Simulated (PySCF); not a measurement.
## Dy⁺: ionisation energy

Dy⁺ [Xe] 4f10 6s1 [4f5/2^6 4f7/2^4 6s1/2^1, M_J = 17/2] → Dy²⁺ [Xe] 4f10 [4f5/2^6 4f7/2^4, M_J = 8], as a difference of total energies. Computed with PySCF 2.14 in x2c-QZVPPall-2c (16s16p12d6f4g1h, 213 functions), with the two-component X2C-1e Hamiltonian. Correlated levels: [Ar] 3d10 frozen; the 40 highest virtual spinors dropped. "Screened" scales the spin-orbit matrix elements by Boettger's factors to mimic the two-electron term; Breit and QED terms are absent.

```
                    method  ionisation energy (eV)  difference from reference (eV)
           GHF (spin-free)                  10.813                          -0.834
          GMP2 (spin-free)                  11.752                          +0.105
 GHF (screened spin-orbit)                  10.815                          -0.832
GMP2 (screened spin-orbit)                  11.752                          +0.105
```

Reference: 11.647 ± 0.02 eV (semi-empirical (NIST evaluation); NIST Atomic Spectra Database, ionization energies).

The spin-free rows relax to the high-spin LS determinant and lack the spin-orbit shift.

The labels give the starting determinants; with spin-orbit coupling the two ends relaxed to ⟨J²⟩ = 80.76, ⟨L²⟩ = 42.74, ⟨S²⟩ = 8.60 and ⟨J²⟩ = 72.01, ⟨L²⟩ = 42.75, ⟨S²⟩ = 5.90.
